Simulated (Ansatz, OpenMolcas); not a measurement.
**How basis sets differ on TiH4O4 (SMILES O[Ti](O)(O)O)**

TiH4O4 has 9 atoms, charge 0, and is taken as a singlet. As SMILES, `O[Ti](O)(O)O`. The coordinates come from a PBE0-D4/def2-TZVP relaxation. This is one conformer, not always the lowest.

Quantity: the HOMO–LUMO gap, in eV. The values are calculated.

```json
{"level": "HF/ANO-R0 (sfX2C)", "kind": "Hartree–Fock", "program": "OpenMolcas", "value (eV)": "14.91", "CPU time": "16 s"}
{"level": "HF/ANO-RCC-MB (DKH2)", "kind": "Hartree–Fock", "program": "OpenMolcas", "value (eV)": "16.20", "CPU time": "5.2 s"}
{"level": "HF/STO-3G", "kind": "Hartree–Fock", "program": "Ansatz", "value (eV)": "19.25", "CPU time": "1.3 s"}
{"level": "HF/3-21G", "kind": "Hartree–Fock", "program": "Ansatz", "value (eV)": "14.51", "CPU time": "2.5 s"}
{"level": "HF/def2-SVP", "kind": "Hartree–Fock", "program": "Ansatz", "value (eV)": "14.85", "CPU time": "7.2 s"}
```

The values span 14.51 to 19.25 eV. A Hartree–Fock LUMO above zero doesn't converge with the basis: it sinks as sets grow more diffuse. Orbital gaps aren't excitation energies. CPU times are rough (shared hosts, several kinds of processor): they show what a rung costs within a factor of a few.
